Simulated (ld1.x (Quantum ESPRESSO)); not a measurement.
## Before and after: ultrasoft potential for Rh

ld1.x (Quantum ESPRESSO) 7.5 input, shortened:

```
&input
   title='Rh', zed=45., rel=1, dft='REVPBE', iswitch=3,
   config='[Kr] 4d6 5s0 5p0'
 /
 &inputp
   pseudotype=3, tm=.true., lloc=-2, rcloc=1.55,
   nlcc=.true., rcore=1.05
 /
6
5S  1  0   0.00   0.00  1.70  2.30  0.0
5S  1  0   0.00   2.00  1.70  2.30  0.0
5P  2  1   0.00   0.00  1.80  2.35  0.0
5P  2  1   0.00  -0.65  1.80  2.35  0.0
4D  3  2   6.00   0.00  1.20  1.65  0.0
4D  3  2   0.00  -1.75  1.20  1.65  0.0
 &test
   configts(1)='4d6 5s0 5p0'
 /
```

Change: waves 4d (bound): rcut 1.20, rcutus 1.90 bohr; 4d channel at -1.75 Ry: rcut 1.20, rcutus 1.90 bohr.

Cutoffs: the cutoffs (Ry, on a coarse ladder) from which the occupation-weighted sum of valence levels, in a spherical-Bessel basis at the reference potential, stays within 10 and 1 mRy of its value at 400 Ry; they do not see the model core or the augmentation charge, which bear on the density cutoff. Errors are all-electron minus pseudo energies relative to the spin-unpolarised reference configuration.

Task: How do hardness, ghosts and transferability respond?

Result: The potential gets softer (40 Ry and 70 Ry → 30 Ry and 50 Ry); both files keep a bound ghost (p); the errors of the 7 common tests hardly move. A larger radius leaves more room for a smooth pseudo-wave, so fewer plane waves are needed.

```csv
quantity,base,changed
"cutoff, loose",40 Ry,30 Ry
"cutoff, tight",70 Ry,50 Ry
bound ghosts,p,p
"error for 4d8 5s1 5p0, meV [ΔE -59.18 eV]",-303,-302
"error for 4d8 5s0 5p0, meV [ΔE -51.85 eV]",-354,-352
"error for 4d7 5s0 5p0, meV [ΔE -32.43 eV]",-123,-122
"error for 4d8.5 5s0.5 5p0, meV [ΔE -59.83 eV]",-408,-407
"error for 4d8 5s0 5p1, meV [ΔE -55.62 eV]",-301,-300
"error for 4d7 5s1 5p1, meV [ΔE -52.54 eV]",-97,-96
"error for 4d8 5s0.5 5p0, meV [ΔE -56.32 eV]",-329,-327
s: phases at 2.55 bohr within 0.05 rad from the reference energy up to (Ry; the scan ends near 5),3.6,3.6
p: phases at 2.55 bohr within 0.05 rad from the reference energy up to (Ry; the scan ends near 5),4.0,4.0
d: phases at 2.55 bohr within 0.05 rad from the reference energy up to (Ry; the scan ends near 5),to the end of the scan,to the end of the scan
lowest overlap eigenvalue by channel,"s 0.71, p 0.76, d 0.55","s 0.71, p 0.76, d 0.81"
```

 A true bound ghost makes a file unfit for plane-wave use even where its test errors are small: the radial tests pick states by their node count and pass the ghost by.
